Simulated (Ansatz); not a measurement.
One geometry of ZnTe₂, several levels of theory.

```yaml
crystal:
  periodic: [false, false, false]
  atoms:
    - {symbol: Zn, position_ang: [-1.518006, 0.266639, -0.395621]}
    - {symbol: Te, position_ang: [0.456804, -1.426907, 0.485462]}
    - {symbol: Te, position_ang: [1.061204, 1.160268, -0.089841]}
basis:
  gaussian: {orbitals: def2-TZVP, initial_orbitals: start.molden}
magnetization: {spin_polarized: true, initial_magnetization: 2}
hamiltonian: {xc: {text: "exchange = 0.95*pbe_x + 0.05*exact_x\ncorrelation = pbe_c"}}
scf: {omitted_lower_state_checks: [starts]}
output: {orbitals: {seedname: orbitals}}
```

The file start.molden holds the orbitals of an earlier run on this structure, at another level or in another basis.

```sh
$ ansatz run in.yaml --threads 4 --pin off --events-out ev --progress --plain --max-ram 3916MiB
```

Shortened log:

```
Functional definition: unnamed
1369 factors; integrals over basis functions are off by at most 4.5e-4 eV
mean field evaluation 1: about -63000.1498 eV, gradient 5.4e0 eV
mean field evaluation 2: about -63000.2348 eV, gradient 1.2e-1 eV
mean field evaluation 4: about -63000.2569 eV, gradient 8.0e-4 eV
mean field evaluation 8: about -63000.2569 eV, gradient 3.2e-5 eV
mean field -63000.25694495 eV, -2315.2167396190 hartree, gradient 3.2e-5 eV, S^2 2.004908; 0 other end points of the search recorded, 0 dependent functions left out
reference -63000.25697640 eV, -2315.2167407748 hartree; 40, 38 occupied and 108, 110 virtual orbitals, 1369 factors
Total energy: -63000.25697640 eV, -2315.2167407748 hartree
Checks for a lower state left out: starts
```

Run time 5.5 s (4 threads of Arm Neoverse V1 on a shared host), peak host memory 0.55 GiB.

As the first input, with `hamiltonian: {xc: pbe}`, `correlation: {method: rpa, frozen_orbitals: {Te: 4, Zn: 9}}` and without the key `output` (abridged; 6.5 s):

```
Functional definition: PBE
mean field -63000.01203888 eV, -2315.2077394868 hartree, gradient 1.4e-6 eV, S^2 2.004083
17 core orbitals not correlated: weight in the atoms' cores, before any rotation towards them, 1.000 or more for the frozen orbitals, at most 0.000 for the correlated occupied ones
Total energy: -62951.66499517 eV, -2313.4310184015 hartree
Checks for a lower state left out: starts
```

As the first input, with `hamiltonian: {xc: {name: B2PLYP}}`, `correlation: {frozen_orbitals: {Te: 4, Zn: 9}}` and without the key `output` (abridged; 8 s):

```
Functional definition: B2PLYP
mean field -62978.26459117 eV, -2314.4085355244 hartree, gradient 3.2e-6 eV, S^2 2.016811
17 core orbitals not correlated: weight in the atoms' cores, before any rotation towards them, 1.000 or more for the frozen orbitals, at most 0.000 for the correlated occupied ones
second order -41.79820531 eV of doubles, -0.00000000 eV of singles
Total energy: -62989.55023256 eV, -2314.8232751959 hartree
Checks for a lower state left out: starts
```

As the first input, with `hamiltonian: {xc: {text: "exchange = 0.50*pbe_x + 0.50*exact_x\ncorrelation = pbe_c"}}` (abridged; 7.5 s):

```
Functional definition: unnamed
mean field -63002.94529251 eV, -2315.3155345696 hartree, gradient 2.2e-5 eV, S^2 2.015856
Total energy: -63002.94530906 eV, -2315.3155351779 hartree
Checks for a lower state left out: starts
```

First input, but with `hamiltonian: {xc: pbe0, dispersion: d4}` (abridged; 6 s):

```
Functional definition: PBE0
mean field -63001.34739148 eV, -2315.2568127899 hartree, gradient 1.1e-5 eV, S^2 2.009096
Total energy: -63001.46144744 eV, -2315.2610042690 hartree
Checks for a lower state left out: starts
```

First input, but with `hamiltonian: {xc: {text: "exchange = 0.85*pbe_x + 0.15*exact_x\ncorrelation = pbe_c"}}` (abridged; 5.5 s):

```
Functional definition: unnamed
mean field -63000.78040021 eV, -2315.2359762449 hartree, gradient 2.6e-5 eV, S^2 2.006842
Total energy: -63000.78042836 eV, -2315.2359772794 hartree
Checks for a lower state left out: starts
```

First input, but with `gaussian: {orbitals: STO-3G}`, `hamiltonian: {xc: hf}` (abridged; 9.5 s):

```
Functional definition: HF
mean field evaluation 16: about -404135.9426 eV, gradient 1.7e0 eV
mean field evaluation 32: about -404139.2381 eV, gradient 2.4e-5 eV
mean field -404139.23811057 eV, -14851.8430651490 hartree, gradient 3.4e-6 eV, S^2 2.011447
Total energy: -404139.23811057 eV, -14851.8430651490 hartree
Checks for a lower state left out: starts
```

Geometry: B3LYP-D4/def2-TZVP.

In the def2 sets Te takes a core potential, while STO-3G treats all electrons; there is no spin–orbit coupling. Correlated methods freeze 17 core orbitals; core or outer-core shells of Te are correlated, in sets that lack core-valence functions. The structure comes from a short search, and lower isomers may exist.
